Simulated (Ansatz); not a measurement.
C₃H₇BSSi (`C#CSB[SiH2]C`), relaxed with RKS PBE-D4/def2-SVP in Ansatz 0.2.0 from a rough embedded geometry. The force threshold is 0.03 eV/Å; the program also tests the step.

The species carries charge 0 and has multiplicity 1.

Start:

```xyz
13

C    -3.048    0.020    0.526
C    -2.135   -0.705    0.758
S    -0.754   -1.741    1.147
B     0.390   -0.152    1.489
Si    1.376    0.615    0.074
C     1.046   -0.254   -1.557
H    -3.907    0.614    0.240
H     0.426    0.260    2.578
H     2.761    0.599    0.399
H     0.931    2.047   -0.047
H     1.340   -1.313   -1.441
H     1.634    0.259   -2.348
H    -0.060   -0.248   -1.818
```

Task: By how much does the energy fall, and how many steps does the optimiser take? (Estimate.)

Result: The calculation gave: 1.30 eV, in 15 steps.

Task: Which bonds change most? (An estimate is asked.)

Result: Ansatz gave: C1–B4 from 3.574 to 1.751 Å; C2–B4 from 2.686 to 1.803 Å; B4–Si5 from 1.888 to 2.038 Å; C2–S3 from 1.770 to 1.650 Å.

Task: Give the relaxed structure. (An estimate is asked.)

Result: Computed: 
```xyz
13

C    -1.943    0.055    0.620
C    -1.648   -1.164    0.874
S    -0.349   -2.035    1.402
B    -0.374    0.000    1.396
Si    0.981    0.675    0.033
C     0.832   -0.215   -1.637
H    -2.607    0.858    0.310
H    -0.457    0.358    2.556
H     2.384    0.511    0.572
H     0.783    2.160   -0.179
H     0.960   -1.309   -1.509
H     1.602    0.146   -2.348
H    -0.165   -0.039   -2.090
```
